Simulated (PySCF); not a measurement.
Reaction (SMILES): N#P (N-P) + H+ → [NH+]#P
B3LYP-D3(BJ)/def2-TZVP geometries, fixed; electronic energies without zero-point terms; positive where energy is released.
Largest species:
```
N
H 1 1.0147
P 1 1.4549 2 180.00
```
Charge +1, spin multiplicity 1.

Effect of the SCF energy threshold at PBE/def2-TZVP with PySCF, against the last row, where the proton affinity is 195.48 kcal/mol. The proton sits at the site shown, which need not be the one that binds it best.

```json
[
 {"setting": "conv_tol: 1e-4", "SCF cycles, largest species": "5", "largest shift of a total energy (mEh)": "0.173", "shift of the proton affinity (kcal/mol)": "-0.089"},
 {"setting": "conv_tol: 1e-5", "SCF cycles, largest species": "7", "largest shift of a total energy (mEh)": "0.030", "shift of the proton affinity (kcal/mol)": "0.019"},
 {"setting": "conv_tol: 1e-6", "SCF cycles, largest species": "7", "largest shift of a total energy (mEh)": "0.000", "shift of the proton affinity (kcal/mol)": "0.000"},
 {"setting": "conv_tol: 1e-7", "SCF cycles, largest species": "8", "largest shift of a total energy (mEh)": "0.000", "shift of the proton affinity (kcal/mol)": "0.000"},
 {"setting": "conv_tol: 1e-11", "SCF cycles, largest species": "10", "largest shift of a total energy (mEh)": "0.000", "shift of the proton affinity (kcal/mol)": "0.000"}
]
```

Within 0.05 kcal/mol in the proton affinity: conv_tol: 1e-5; conv_tol: 1e-6; conv_tol: 1e-7. The largest shift is 0.173 mEh in a total energy and 0.089 kcal/mol in the difference.
